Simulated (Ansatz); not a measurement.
Geometry optimisation, RKS B3LYP/6-31G (Ansatz 0.2.0).

Input file:

```yaml
crystal:
  periodic: [false, false, false]
  atoms:
    - { symbol: B, position_ang: [-2.1556, 0.4859, 1.0278] }
    - { symbol: B, position_ang: [-1.8411, -1.0203, 0.5541] }
    - { symbol: Al, position_ang: [0.0791, -1.5474, 0.1113] }
    - { symbol: C, position_ang: [1.6348, -0.1728, 0.1804] }
    - { symbol: Si, position_ang: [1.3155, 1.0531, -1.2045] }
    - { symbol: H, position_ang: [-1.3501, 1.3558, 1.1168] }
    - { symbol: H, position_ang: [-3.2933, 0.8218, 1.2755] }
    - { symbol: H, position_ang: [-2.6524, -1.8145, 0.4928] }
    - { symbol: H, position_ang: [0.4724, -3.0549, -0.1515] }
    - { symbol: H, position_ang: [1.5444, 0.3351, 1.1886] }
    - { symbol: H, position_ang: [2.5307, -0.6844, 0.0694] }
    - { symbol: H, position_ang: [2.4074, 2.07, -1.1155] }
    - { symbol: H, position_ang: [-0.0335, 1.7588, -1.0474] }
    - { symbol: H, position_ang: [1.3288, 0.3846, -2.4687] }
basis:
  gaussian: { orbitals: "6-31G" }
hamiltonian:
  xc: b3lyp
relax:
  f_tol: 0.02
  max_steps: 50
```

Command:

```bash
$ ansatz run input.yaml --threads 1 --pin off --max-ram 2048MiB --backend cpu --events-out ev --progress --plain --runs-dir out
```

Question: Where does it end, and by what steps?

Answer: It converged. The force dipped under the threshold on the way, but the program's further checks kept it going. Limits of this set-up: no polarisation functions. After 28 steps the energy has fallen by 1.859 eV; H8 moved furthest, 2.00 Å.

```tsv
step	energy less start (eV)	largest force component (eV/Å)	accepted
0	0.0000	3.444	yes
1	-0.6776	0.832	yes
2	-0.8668	0.466	yes
3	-1.0351	0.786	yes
4	-1.2199	0.918	yes
5	-1.4398	0.780	yes
6	-1.6116	0.563	yes
7	-1.7003	0.347	yes
8	-1.7425	0.414	yes
9	-1.7846	0.205	yes
10	-1.8057	0.101	yes
11	-1.8201	0.156	yes
12	-1.8308	0.152	yes
13	-1.8359	0.219	yes
14	-1.8414	0.286	yes
15	-1.8489	0.129	yes
16	-1.8452	0.341	no
17	-1.8531	0.119	yes
18	-1.8519	0.081	no
19	-1.8552	0.024	yes
20	-1.8561	0.040	yes
21	-1.8571	0.072	yes
22	-1.8578	0.069	yes
23	-1.8582	0.039	yes
24	-1.8579	0.060	no
25	-1.8586	0.019	yes
26	-1.8587	0.027	yes
27	-1.8588	0.030	yes
28	-1.8589	0.012	yes
```

```xyz
14
Properties=species:S:1:pos:R:3
B -2.813 0.211 1.046
B -1.736 -0.948 1.323
Al -0.129 -1.239 -0.070
C 1.595 -0.270 0.068
Si 1.814 1.117 -1.244
H -2.639 1.339 1.426
H -3.789 0.038 0.368
H -1.726 -1.702 2.259
H -0.313 -2.295 -1.277
H 1.709 0.177 1.064
H 2.418 -0.986 -0.073
H 3.067 1.921 -1.019
H 0.651 2.075 -1.213
H 1.878 0.531 -2.628
```

The run took 2.6 min on 1 thread of Arm Neoverse V1, with other jobs on the host, peak memory 0.18 GiB.
